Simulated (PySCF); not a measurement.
# How methods differ on the excitation energy of Hg⁺

Hg⁺ [Xe] 4f14 5d10 6s1 (2S) → Hg⁺ [Xe] 4f14 5d9 6s2 (2D), as a difference of total energies. All numbers are calculated (PySCF 2.14, a scalar-relativistic core potential, in def2-QZVPPD with the def2 core potential (60 electrons) (7s5p4d4f2g, 88 functions)). Correlated levels: valence: 5s2 5p6 frozen; valence and next inner shell: nothing frozen outside the core potential. The calculations carry no spin-orbit coupling.

```
                                method  excitation energy (eV)  error (eV)
                                   UHF                   5.384      +0.235
                                   LDA                   4.825      -0.324
                                   PBE                   4.927      -0.222
                                  PBE0                   5.136      -0.013
                                r2SCAN                   5.045      -0.104
                                 TPSSh                   5.013      -0.136
                                 M06-L                   5.396      +0.247
                                  BLYP                   4.756      -0.393
                                 B97-3                   5.133      -0.016
                         MP2 (valence)                   5.430      +0.281
                     SCS-MP2 (valence)                   5.308      +0.159
    MP2 (valence and next inner shell)                   5.067      -0.082
SCS-MP2 (valence and next inner shell)                   4.970      -0.179
```

Reference: 5.149 eV (measured; NIST levels, between the centres of gravity of the two terms).

Errors of the correlated levels include the incompleteness of this basis and the frozen core.
